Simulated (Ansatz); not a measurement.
Calculated with Ansatz (gas phase, PBE0-D4/def2-TZVP geometries, no zero-point term in ΔE). CCSD(T)/CBS adds triple-zeta CCSD(T) − MP2 to the extrapolated MP2 energy (def2 sets, frozen cores). This one scheme is used for every species. Functionals use def2-TZVPP. B3LYP here is the variant with VWN-RPA as its local correlation; programs differ in this. Each species was taken in one conformer, which may not be the lowest.

`CB(O)SCO` + H₂ → `CSB(C)O` + H₂O  (hydrogenolysis of a C–O bond)

| level | ΔE (kcal/mol) | difference from CCSD(T)/CBS |
| --- | --- | --- |
| PBE-D4 | -22.3 | 3.3 |
| r2SCAN-D4 | -23.0 | 2.6 |
| PBE0-D4 | -24.2 | 1.4 |
| B3LYP-D4 | -23.7 | 1.9 |
| ωB97X-V | -23.7 | 1.9 |
| ωB97M-V | -24.2 | 1.4 |
| B2PLYP | -25.0 | 0.6 |
| PBE | -23.1 | 2.5 |
| r2SCAN | -23.2 | 2.4 |
| PBE0 | -24.9 | 0.7 |
| B3LYP | -24.9 | 0.7 |
| HF/def2-TZVPP | -28.0 | -2.4 |
| MP2/def2-TZVPP | -25.3 | 0.3 |
| SCS-MP2/def2-TZVPP | -25.3 | 0.3 |
| CCSD/def2-TZVPP | -26.0 | -0.4 |
| CCSD(T)/def2-TZVPP | -24.9 | 0.7 |
| HF/def2-QZVPP | -28.2 | -2.6 |
| MP2/def2-QZVPP | -25.8 | -0.2 |
| SCS-MP2/def2-QZVPP | -25.8 | -0.2 |
| HF/CBS(def2) | -28.2 | -2.6 |
| MP2/CBS(def2) | -26.1 | -0.5 |
| CCSD/CBS(def2) | -26.8 | -1.2 |
| CCSD(T)/CBS | -25.6 | 0 |

Largest T1 diagnostic among the species: 0.012.

From PBE to PBE0 (25 % exact exchange), in def2-TZVPP and without D4, ΔE moves by −1.8 kcal/mol. The D4 term adds +1.3 kcal/mol with B3LYP and +0.7 kcal/mol with PBE0; it sums over pairs of atoms, weighted by their polarisabilities, and B3LYP, whose exchange is more repulsive, gets the larger term. In def2-TZVPP, CCSD(T) changes the Hartree–Fock value by +3.2 kcal/mol (the triples alone add +1.2 kcal/mol) and MP2 by +2.7 kcal/mol.
